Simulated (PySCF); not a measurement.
1-[(1R,2R)-2-fluorocyclopropyl]ethanone (C5H7FO), SMILES C([C@H]1C[C@H]1F)(C)=O.

The structure is a stationary point at B3LYP-D3(BJ)/def2-SVP. Other conformers were not sampled.

Two levels are set side by side: PBE/def2-TZVP (PySCF) and PBE0/def2-TZVP (PySCF). Same geometry, gas phase. Differences are taken from unrounded values.

```csv
quantity,PBE0
orbital gap (eV),6.81
highest occupied level (eV),-7.37
lowest empty level (eV),-0.56
dipole moment (D),3.87
mean polarisability (bohr³),60.5
```

Q: What does PBE give, and how far is it from PBE0? (Estimate from the structure and the level; the computed values follow.)

A: 
```csv
quantity,PBE,PBE minus PBE0
orbital gap (eV),4.08,-2.73
highest occupied level (eV),-5.76,1.61
lowest empty level (eV),-1.68,-1.12
dipole moment (D),3.67,-0.20
mean polarisability (bohr³),63.2,2.7
```

Without exact exchange PBE keeps part of each electron's self-repulsion, which lifts occupied levels and narrows the gap. PBE's more diffuse valence density responds more strongly to a field. Differences between two approximate levels are no errors against the true value.

Rough cost on one machine, each run with all the roots and properties that it gave: PBE0 against PBE within a factor of 2.
